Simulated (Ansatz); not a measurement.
```xyz
3

C    -0.0403   -0.0063   -0.1348
H    -0.0051    0.9937    0.2691
H    -0.0482   -1.0127    0.3279
```

Basis set: aug-cc-pVDZ (spherical functions). Left uncorrelated: 1 orbital. Charge 0, multiplicity 3.

Computed with Ansatz (development build ahead of 0.2.0); each method stands on the lowest determinant of its kind that the runs found.

The atomization energy at this shape (free ground-state atoms in the same class of orbitals less the molecule, no zero-point energy) of triplet CH₂:

```tsv
method	atomization energy
UHF	6.56 eV
```

**Question.** What does UHF-MP2 give?

**Answer.** 7.75 eV.
